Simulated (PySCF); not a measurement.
## Exercise with solution: entropy of an ideal gas

C₃H₂F₃, SMILES F/C=C/[C](F)F, multiplicity 2.

Coordinates come from a PBE0-D3(BJ)/def2-SVP optimisation. The isomer is the one that the SMILES or the coordinates give; other isomers of the formula were not compared. One conformer was computed; it need not be the lowest.

PySCF with PBE0-D3(BJ)/def2-SVP gives the harmonic wavenumbers 163, 177, 212, 381, 398, 486, 602, 618, 859, 942, 1172, 1188, 1274, 1406, 1528, 1645, 3239, 3251 cm⁻¹ and the rotational temperatures 0.4742, 0.0857, 0.0726 K. The molar mass is 95.04 g/mol, the symmetry number 1, the spin multiplicity 2.

Q: Work out the entropy at 298.15 K and 1 atm in the rigid-rotor, harmonic-oscillator model.

A: 
Translation (Sackur–Tetrode at 1 atm): S = R[1.5 ln M + 2.5 ln T − 1.16487] = 165.5 J/(mol K).
Rotation: q = (√π/σ) T^1.5/√(θA θB θC) = 168000, S = R[ln q + 3/2] = 112.5 J/(mol K).
Vibration: with u = 1.4388 ν/T, each mode gives R[u/(e^u − 1) − ln(1 − e^−u)]:
| ν (cm⁻¹) | modes | u | S (J/(mol K)) |
|---|---|---|---|
| 163 | 1 | 0.79 | 10.52 |
| 177 | 1 | 0.85 | 9.87 |
| 212 | 1 | 1.02 | 8.48 |
| 381 | 1 | 1.84 | 4.33 |
| 398 | 1 | 1.92 | 4.06 |
| 486 | 1 | 2.35 | 2.90 |
| 602 | 1 | 2.91 | 1.87 |
| 618 | 1 | 2.98 | 1.76 |
| 859 | 1 | 4.15 | 0.69 |
| 942 | 1 | 4.55 | 0.49 |
| 1172 | 1 | 5.66 | 0.19 |
| 1188 | 1 | 5.73 | 0.18 |
| 1274 | 1 | 6.15 | 0.13 |
| 1406 | 1 | 6.78 | 0.07 |
| 1528 | 1 | 7.37 | 0.04 |
| 1645 | 1 | 7.94 | 0.03 |
The stiffer modes add less than 0.005 each. Sum 45.6 J/(mol K).
Spin: R ln 2 = 5.8 J/(mol K).
Total 329.4 J/(mol K); the program's own thermochemistry gives 329.5. Translation makes up 50 % and vibration 14 %. Anharmonicity, hindered rotation and orbital degeneracy are left out.
